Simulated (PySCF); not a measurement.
**EPR parameters of C2H8PSi2**

C2H8PSi2 (doublet state).
Atom-mapped SMILES: `[CH2:1]=[CH:2][SiH:3][SiH2:4][PH2:5]` (hydrogens: H6, H7 on C1; H8 on C2; H9 on Si3; H10, H11 on Si4; H12, H13 on P5)

Structure used (GFN2-xTB), in Å, numbered top down from 1:
```
atom  x, y, z in Å
C1     2.686    1.528   -0.220
C2     1.870    0.488   -0.400
Si3    0.268    0.187    0.495
Si4   -1.251   -1.210   -0.497
P5    -3.234   -1.214    0.546
H6     3.619    1.628   -0.751
H7     2.444    2.324    0.464
H8     2.177   -0.285   -1.096
H9    -0.132    1.394    1.234
H10   -1.627   -1.013   -1.910
H11   -0.792   -2.607   -0.393
H12   -2.713   -1.375    1.813
H13   -3.317    0.156    0.697
```

The hyperfine couplings belong to this conformer and change with its torsions.

The calculation used UKS B3LYP, pcH-1 on C H P Si, non-relativistic, mean-field spin-orbit, GIAO (PySCF 2.14.0). One conformer (not necessarily the lowest) at the GFN2-xTB geometry, without solvent, vibrations or thermal averaging. Couplings are sensitive to structure, and on GFN2-xTB geometries they can be far from those on DFT ones, by a factor of two or more for some ions and for spin on atoms past the first row. The SCF solution wasn't tested for stability.

| Property | Result |
| --- | --- |
| g1, g2, g3 | 2.00212, 2.00352, 2.00551 |
| g_iso | 2.00371 |
| Form of g | rhombic: the two nearest values differ by 41 % of g3 − g1 |
| ⟨S²⟩ | 0.7605 (exact 0.7500) |
| α and β electrons | 32, 31 |

Isotropic coupling and dipolar principal values T1 to T3, in MHz; ρ(0) is the spin density at the nucleus:

```tsv
atom	isotope	a_iso	of which spin–orbit	T1	T2	T3	Mulliken spin population	ρ(0) (bohr⁻³)
C1	13C	22.1	0.0	-19.9	-18.8	38.7	0.25	0.0197
C2	13C	-15.5	0.0	-15.0	5.8	9.1	-0.15	-0.0138
Si3	29Si	-262.2	1.0	-160.9	79.9	81.0	0.89	0.2962
Si4	29Si	-10.7	0.0	-4.2	0.1	4.1	0.00	0.0121
P5	31P	0.5	0.0	-3.3	0.4	2.9	0.00	0.0003
H6	1H	-15.5	0.0	-9.8	-0.6	10.4	-0.01	-0.0035
H7	1H	-14.7	0.0	-6.6	-1.5	8.2	-0.01	-0.0033
H8	1H	5.2	0.0	-2.9	-2.0	4.8	0.00	0.0012
H9	1H	-5.3	0.0	-9.2	2.1	7.2	-0.02	-0.0012
H10	1H	66.8	0.0	-2.1	-0.4	2.5	0.04	0.0149
H11	1H	14.0	0.0	-2.3	-1.1	3.5	0.00	0.0031
H12	1H	-1.0	0.0	-1.6	-1.3	2.8	0.00	-0.0002
H13	1H	0.3	0.0	-1.3	-1.0	2.3	0.00	0.0001
```

Largest spin populations (Mulliken): Si3 (+0.89), C1 (+0.25) and C2 (-0.15). The positive populations add up to 1.19 and the negative ones to -0.19, together 2S = 1. The angles at Si3 add up to 350.1°, so it is slightly pyramidal.

Under fast tumbling the dipolar parts average out, and these isotropic splittings remain: 2 × 1H (H10/H11, I = 1/2, 3 lines) with 1.44 mT, 1 × 1H (H6, I = 1/2, 2 lines) with 0.55 mT, 1 × 1H (H7, I = 1/2, 2 lines) with 0.52 mT, 1 × 1H (H9, I = 1/2, 2 lines) with 0.19 mT and 1 × 1H (H8, I = 1/2, 2 lines) with 0.18 mT.

Means are taken over nuclei equivalent by connectivity, which assumes that they swap fast. The 1H value of +40.4 MHz is a mean of couplings from 14.0 to 66.8 MHz in this one geometry, not an average over conformers.

The 29Si coupling of Si3 (-262.2 MHz) shows only in satellite lines or after enrichment, since that isotope makes up about 4.7 % of natural silicon.

The 13C coupling of C1 (22.1 MHz) shows only in satellite lines or after enrichment, since that isotope makes up about 1.07 % of natural carbon.
